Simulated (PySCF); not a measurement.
Ligands exchanged one at a time, Ge Cl-H. Isolated molecules, 0 K electronic values unless said otherwise. Strings in code marks are SMILES.

These are PySCF with CAM-B3LYP-D3(BJ)/def2-TZVP values and carry that method's errors. Delta-SCF ions had no search for a lower state. Excitations are Tamm–Dancoff values on a coarser integration grid. The basis has no diffuse functions, so Rydberg states are missing or too high.

| species | T1 excitation (TDA) (eV) | S1 excitation (TDA) (eV) | vertical ionisation energy (Delta-SCF) (eV) | S1 oscillator strength |
|---|---|---|---|---|
| 0 of 4 Cl replaced by H | – | 6.28 | – | 0.000 |
| 1 of 4 Cl replaced by H (`[Cl][GeH]([Cl])[Cl]`) | 6.25 | 6.75 | 11.75 | 0.000 |
| 2 of 4 Cl replaced by H (`[Cl][GeH2][Cl]`) | 6.44 | 7.06 | 11.44 | 0.031 |
| 3 of 4 Cl replaced by H (`[Cl][GeH3]`) | 6.53 | 7.07 | 11.34 | 0.014 |
| 4 of 4 Cl replaced by H (`[GeH4]`) | – | – | 12.42 | – |
